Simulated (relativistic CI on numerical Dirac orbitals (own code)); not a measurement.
Sn³⁵⁺: sensitivity of the levels to the model

Base calculation: Dirac-Coulomb-Breit CI, KLI orbitals optimised for each configuration, model QED, unscaled Slater integrals.

Configuration list (outside the closed core [Ne]): 3s2 3p3, 3s 3p4, 3s2 3p2 3d, 3p5, 3s 3p3 3d, 3p4 3d, 3s 3p2 3d2, 3s2 3p 3d 4p, 3p4 4s, 3s 3p2 3d 4s, 3p4 4p, 3s2 3p2 4s, 3s2 3p 3d2, 3s2 3d3, 3s 3p 3d3, 3s2 3d2 4s, 3p3 3d2, 3p2 3d3, 3p2 3d2 4s, 3s2 3p 3d 4s, 3s 3p 3d2 4s, 3s2 3d 4s2, 3s 3p2 3d 4p, 3s 3p 3d2 4p, 3p2 3d2 4p, 3s 3p 3d 4s 4p. Double excitations out of closed p, d and f shells are left out; levels of such configurations are missing from the list, as are those of other unlisted configurations, and high levels can miss mixing partners.

Variants: (1) only the first 3 configurations. Shifts of the energy above 3s2 3p3 2P°_3/2, in cm⁻¹, for the lowest level and the first level of each name with at least 55 % of one term (blank where a level changes its place among those of its configuration and J or its character, or is not in the variant):

```
            Level     Base    Δ(1)
  3s2 3p3 2P°_3/2        0       0
  3s2 3p3 2D°_5/2   446550   +1919
  3s2 3p3 2P°_1/2   520227  +10047
    3s 3p4 4P_5/2  1114444  -18555
3s2 3p2 3d 4D_1/2  1497876  -12538
3s 3p3 3d 6D°_1/2  2226467        
3s 3p3 3d 6D°_9/2  2316979
```

At this charge energies of transitions that change n are usually good to better than 1 %, and those within a shell (Δn = 0) to a few per cent.

Ionisation energy from the two ground configurations alone: base 2306.4 eV. The NIST ASD value (semi-empirical) is 2326 eV.

LS names give the leading component of a level, which can be under half, so a name can repeat, a term be missing and a line seem to break the LS rules.
